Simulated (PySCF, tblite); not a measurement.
Isomers of [C6H11O2S]- (charge -1), one GFN2-xTB conformer each. Single-point energies are computed at PBE0/pcSseg-1 (PySCF, gas phase, no added dispersion term), electronic only.

Question: Rank them by PBE0/pcSseg-1 energy, lowest first (kcal/mol).
A. `[CH3:1][CH2:2][O:3][C:4]([CH3:5])([CH3:6])[C:7](=[O:8])[S-:9]` (charge -1) with C1–C2–O3–C4 -112°, C2–O3–C4–C5 66°, O3–C4–C7–O8 -5°
B. `[CH3:1][O:2][CH2:3][CH2:4][C@@H:5]([S-:6])[C:7]([CH3:8])=[O:9]` (charge -1) with C1–O2–C3–C4 70°, O2–C3–C4–C5 180°, C3–C4–C5–S6 59°, C4–C5–C7–C8 160°

Answer: A (0.0), B (19.8).

GFN2-xTB itself gives, in the same order: 0.0, 16.7. Both levels put the same isomer lowest.

Q: What happens when harmonic zero-point energies from GFN2-xTB frequencies are added?

A: 
```
                SMILES  ZPE (kcal/mol)  electronic (kcal/mol)  with ZPE (kcal/mol)
   CCOC(C)(C)C(=O)[S-]           100.8                    0.0                  0.0
COCC[C@@H]([S-])C(C)=O           100.2                   19.8                 19.3
```

The zero-point energies span 0.6 kcal/mol. The order is unchanged.
